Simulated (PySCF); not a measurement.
Molecule: `O=C[SiH2]F`, CH3FOSi.

Bonds (- single, = double, # triple, : aromatic): O1=C2 1.207 Å, C2-Si3 1.921 Å, Si3-F4 1.627 Å. C2 carries H5; Si3 carries H6, H7.

Geometry PBE0-D3(BJ)/def2-SVP throughout; GIAO in PySCF, gas phase, one conformer, non-relativistic; equivalent atoms averaged; functional PBE0.

Question: How do the shifts δ (against H2O, TMS, CFCl3 at the same level) depend on the basis set? (ppm; last column core-seconds on shared hosts with different chips, so compare them loosely)

Answer: 
| basis set | functions | O1 | C2 | Si3 | F4 | H5 | H6/H7 | core-s |
| --- | --- | --- | --- | --- | --- | --- | --- | --- |
| STO-3G | 27 | 780.7 | 165.9 | -45.3 | -237.1 | 11.87 | 2.95 | 1.3 |
| 6-31G | 46 | 922.8 | 234.0 | 4.7 | -262.1 | 13.30 | 5.26 | 2.5 |
| pcSseg-0 | 46 | 1081.2 | 257.5 | -31.8 | -271.0 | 12.70 | 5.84 | 5 |
| 6-31G* | 66 | 843.5 | 228.0 | -10.9 | -196.3 | 12.24 | 4.99 | 3.2 |
| def2-SVP | 75 | 899.9 | 235.2 | -32.6 | -185.7 | 11.74 | 4.64 | 3.3 |
| cc-pVDZ | 75 | 896.0 | 234.9 | -29.2 | -205.1 | 12.25 | 4.65 | 7.8 |
| pcSseg-1 | 90 | 959.4 | 246.5 | -34.2 | -221.1 | 12.10 | 4.73 | 3.9 |
| aug-cc-pVDZ | 123 | 856.2 | 238.8 | -31.5 | -218.4 | 12.69 | 5.03 | 14 |
| 6-311+G(2d,p) | 134 | 896.9 | 245.3 | -37.4 | -223.3 | 12.51 | 5.02 | 6.6 |
| def2-TZVP | 148 | 917.4 | 246.9 | -41.1 | -210.6 | 12.48 | 5.00 | 7.7 |
| cc-pVTZ | 166 | 918.9 | 244.9 | -33.0 | -211.9 | 12.45 | 4.77 | 19 |
| IGLO-III | 179 | 924.0 | 253.9 | -42.0 | -219.0 | 12.50 | 5.00 | 20 |
| pcSseg-2 | 193 | 930.3 | 255.1 | -39.7 | -219.2 | 12.41 | 4.81 | 13 |

Question: Which nucleus moves most, in ppm?

Answer: O1 (carbonyl oxygen): from 780.7 ppm with STO-3G to 1081.2 ppm with pcSseg-0. The smallest spread is 1.56 ppm, at H5. Proton shifts span only some 12 ppm, so a few tenths of a ppm matter as much there as several ppm in carbon.

Question: Taking the largest basis, pcSseg-2 (193 functions), as the yardstick, rank the others by their worst heavy-atom deviation.

Answer: IGLO-III 6.3 ppm (179 functions), cc-pVTZ 11.5 ppm (166 functions), def2-TZVP 12.9 ppm (148 functions), pcSseg-1 29.1 ppm (90 functions), 6-311+G(2d,p) 33.5 ppm (134 functions), def2-SVP 33.6 ppm (75 functions), cc-pVDZ 34.3 ppm (75 functions), 6-31G 44.4 ppm (46 functions), aug-cc-pVDZ 74.2 ppm (123 functions), 6-31G* 86.8 ppm (66 functions), STO-3G 149.7 ppm (27 functions), pcSseg-0 150.9 ppm (46 functions).

A small basis that lands close on one nucleus may do so by chance; judge by the trend and by all nuclei.
